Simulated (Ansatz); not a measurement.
Ideal-gas functions of Cl$_{3}$GeHSe, SMILES `[Cl][Ge]([Cl])([Cl])[SeH]` at 298.15 K and 1 bar, from an Ansatz frequency run at PBE0-D4/def2-TZVP.

Molar mass 258.94 g/mol, point group Cs (symmetry number 1), electronic degeneracy 1, moments of inertia 422.142, 658.478, 667.016 u Å². Harmonic wavenumbers (cm⁻¹, unscaled): 84, 99, 142, 151, 154, 158, 294, 421, 444, 450, 672, 2439.

Use S(trans) = R[1.5 ln M + 2.5 ln T − 1.1517]; rotational temperatures θ = 24.2544 K / I; S(rot) = R[ln(√π/σ · √(T³/θAθBθC)) + 1.5]; for each mode x = 1.438777 ν̃/T, S = R[x/(eˣ − 1) − ln(1 − e⁻ˣ)] and H = RT x/(eˣ − 1); 1 cm⁻¹ = 0.0119627 kJ/mol; R = 8.31446 J/(mol·K).

Task: By hand: the entropy, in J/(mol·K).

Result: Translation 178.2. Rotation: θ = 0.0575, 0.0368, 0.0364 K, giving 127.7. Vibration, mode by mode: 15.88, 14.53, 11.62, 11.13, 10.97, 10.77, 6.07, 3.72, 3.41, 3.33, 1.43, 0.00, in all 92.9. Electronic 0.0. Sum 398.8 J/(mol·K).

Task: By hand: H − E and G − E in kJ/mol, counted from the electronic energy.

Result: Zero-point energy ½ × 5508 × 0.0119627 = 32.9; thermal vibration 14.3; translation, rotation and pV give 4 RT = 9.9. H − E = 57.1 kJ/mol, and G − E = 57.1 − 298.15 × 398.8/1000 = -61.8 kJ/mol.

Vibration gives 23 % of the entropy, 42.0 J/(mol·K) of it from the modes under 150 cm⁻¹: soft modes count most, and the harmonic formula is weakest for them. The sum counts one conformer and one mirror image; others add a mixing term.
